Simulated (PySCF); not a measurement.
Deuteron quadrupole couplings in `CN[Si@@]([SiH3])(P)N(C)C`

C₃H₁₅N₂PSi₂.
Geometry (GFN2-xTB, Å), atoms numbered from 1 in this order:
```xyz
23
C3H15N2PSi2 angstrom
C      2.649    0.959   -0.583
N      1.228    1.143   -0.410
Si     0.248   -0.140    0.226
Si     0.389   -1.893   -1.316
P      0.872   -0.658    2.346
N     -1.299    0.615    0.395
C     -2.255    0.121    1.349
C     -1.930    1.161   -0.779
H      3.193    0.954    0.371
H      3.057    1.752   -1.210
H      2.820    0.002   -1.075
H      1.020    2.070   -0.066
H      0.374   -1.438   -2.710
H      1.607   -2.700   -1.158
H     -0.730   -2.835   -1.178
H      0.419   -1.965    2.297
H      2.140   -1.034    1.946
H     -2.926    0.929    1.654
H     -1.731   -0.247    2.230
H     -2.867   -0.693    0.938
H     -2.580    1.993   -0.497
H     -2.539    0.411   -1.299
H     -1.166    1.522   -1.460
```

Level: PBE0/pcSseg-1 (PySCF, non-relativistic); Q(2H) = 0.00286 b; rigid geometry, the same for H and D, with no vibrational averaging.

Question: Rank these positions by the coupling χzz of a deuteron there, largest first.
A. H10 (methyl hydrogen)
B. H12 (N–H hydrogen)
C. H17 (P–H hydrogen)
D. H22 (methyl hydrogen)
E. H15 (Si–H hydrogen)

Answer: B (278 kHz), A (205 kHz), D (197 kHz), C (147 kHz), E (109 kHz).

Tabulate Vzz, the asymmetry η and χzz = 234.96 MHz × Q × Vzz for every hydrogen position.

```csv
atom,bonded to,bond length (Å),Vzz (au),η,χzz (kHz)
H9,C1,1.098,0.2910,0.05,196
H10,C1,1.091,0.3058,0.05,205
H11,C1,1.089,0.3065,0.07,206
H12,N2,1.011,0.4132,0.17,278
H13,Si4,1.466,0.1645,0.02,111
H14,Si4,1.469,0.1620,0.01,109
H15,Si4,1.469,0.1621,0.01,109
H16,P5,1.385,0.2153,0.07,145
H17,P5,1.382,0.2184,0.07,147
H18,C7,1.093,0.3006,0.06,202
H19,C7,1.090,0.3053,0.08,205
H20,C7,1.098,0.2904,0.05,195
H21,C8,1.093,0.3018,0.05,203
H22,C8,1.097,0.2927,0.05,197
H23,C8,1.085,0.3086,0.06,207
```

Average by the element that carries the hydrogen.

on C: 202 kHz over 9 positions, mean bond length 1.093 Å; on N: 278 kHz over 1 position, mean bond length 1.011 Å; on Si: 109 kHz over 3 positions, mean bond length 1.468 Å; on P: 146 kHz over 2 positions, mean bond length 1.383 Å.

How does χzz go with the bond length over the 9 C–H bonds?

A straight-line fit has a slope of -10.4 kHz for each 0.01 Å, with a correlation coefficient of -0.97, over lengths from 1.085 to 1.098 Å. The longer bonds have the smaller couplings here.

A static deuteron (I = 1) shows a doublet split by (3/2)χ, (3/4)χ(1 + η) and (3/4)χ(1 − η) with the field along z, y and x of the gradient. What are these for H17?

With |χ| = 146.8 kHz and η = 0.068: 220, 118 and 103 kHz, to first order and without motion.

Geometry: GFN2-xTB, one conformer, isolated molecule. GFN2-xTB bond lengths can be off by several hundredths of an ångström, more for odd bonds, and the gradients follow them. A larger basis could move these couplings by a tenth or more.
